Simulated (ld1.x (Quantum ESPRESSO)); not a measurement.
# What one change does to a pseudopotential (Zn (Z = 30), TM)

- Element: Zn
- Generator: ld1.x (Quantum ESPRESSO) 7.5
- Type: norm-conserving Troullier–Martins (Kleinman–Bylander form)
- Functional: PBE
- Relativity: scalar-relativistic
- Frozen core: [Ar]
- Valence charge: 12
- Reference configuration: 3d9 4s0 4p0 (charge +3)
- Partial waves: 4s (bound, empty): rc 1.30 bohr; 4p (bound, empty): rc 2.05 bohr; 3d (bound): rc 1.15 bohr
- Local potential: the d channel
- Core correction: Bessel-smoothed model core inside 0.70 bohr

All-electron outer shells of the reference configuration (PBE, scalar-relativistic, ld1.x):

| shell | level (eV) | outermost node (bohr) | outermost maximum (bohr) |
| --- | --- | --- | --- |
| 3p | -125.06 | 0.25 | 0.59 |
| 3d | -50.72 | – | 0.56 |
| 4s | -35.56 | 0.83 | 1.77 |
| 4p | -26.64 | 0.89 | 2.04 |

Change: core correction Bessel-smoothed model core inside 1.26 bohr.

Cutoffs: the cutoffs (Ry, on a coarse ladder) from which the occupation-weighted sum of valence levels, in a spherical-Bessel basis at the reference potential, stays within 10 and 1 mRy of its value at 400 Ry; they do not see the model core or the augmentation charge, which bear on the density cutoff. Errors are all-electron minus pseudo energies relative to the spin-unpolarised reference configuration.

**Question.** What does the change do?

**Answer.** Both files keep a bound ghost (p, s); the errors of the 7 common tests hardly move. A wider model core is smoother and lowers the density cutoff, which this test does not measure.

```csv
quantity,base,changed
"cutoff, loose",200 Ry,200 Ry
"cutoff, tight",over 300 Ry,over 300 Ry
bound ghosts,"s, p","s, p"
"error for 3d10 4s2 4p0, meV [ΔE -68.86 eV]",-79,-76
"error for 3d10 4s1 4p0, meV [ΔE -58.98 eV]",-147,-144
"error for 3d10 4s0 4p0, meV [ΔE -40.53 eV]",-217,-213
"error for 3d9 4s2 4p1, meV [ΔE -56.62 eV]",+13,+14
"error for 3d10 4s0 4p2, meV [ΔE -58.31 eV]",-86,-83
"error for 3d10 4s1.5 4p0, meV [ΔE -64.92 eV]",-111,-108
"error for 3d10 4s1 4p1, meV [ΔE -63.78 eV]",-91,-89
s: phases at 2.24 bohr within 0.05 rad from the reference energy up to (Ry; the scan ends near 5),0.3,0.3
p: phases at 2.24 bohr within 0.05 rad from the reference energy up to (Ry; the scan ends near 5),2.5,2.5
d: phases at 2.24 bohr within 0.05 rad from the reference energy up to (Ry; the scan ends near 5),-0.9,-0.9
```

 A true bound ghost makes a file unfit for plane-wave use even where its test errors are small: the radial tests pick states by their node count and pass the ghost by.
